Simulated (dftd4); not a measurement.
H4Sn, charge +1, doublet, geometry from GFN2-xTB (such geometries of metal compounds can be far from the true shape) (a state made from the parent by changing its charge; the spin is typed, not shown lowest); D4 for b3lyp (dftd4).

Input for dftd4:
```
$ dftd4 mol.xyz --func b3lyp --charge 1 --json dftd4.json --noedisp

# file mol.xyz
5

Sn    -0.00000000     0.00000000     0.00000000
H     -0.83556149     1.27089269    -0.83469882
H     -0.20930557    -1.21031996    -1.22530410
H     -0.18607163    -1.06230516     1.35902114
H      1.23093869     1.00173242     0.70098178
```

Problem. Predict the main parts of the log of this dftd4 run.

Solution. 
```
                    ____  _____ _____     ____  _  _
      -------------|  _ \|  ___|_   _|---|  _ \| || |------------
     |             | | | | |_    | | ___ | | | | || |_           |
     |             | |_| |  _|   | ||___|| |_| |__   _|          |
     |             |____/|_|     |_|     |____/   |_|            |
     |             ===================================           |
     |            E. Caldeweyher, S. Ehlert & S. Grimme          |
     |          Mulliken Center for Theoretical Chemistry        |
     |                    University of Bonn                     |
      -----------------------------------------------------------

Rational (Becke-Johnson) damping: b3lyp-D4-ATM
---------------------
  s6         1.0000
  s8         2.0293
  s9         1.0000
  a1         0.4087
  a2         4.5381
 alp        16.0000
--------------------

Dispersion energy:      -1.9370473150215E-03 Eh

[Info] JSON dump of results written to 'dftd4.json'
```
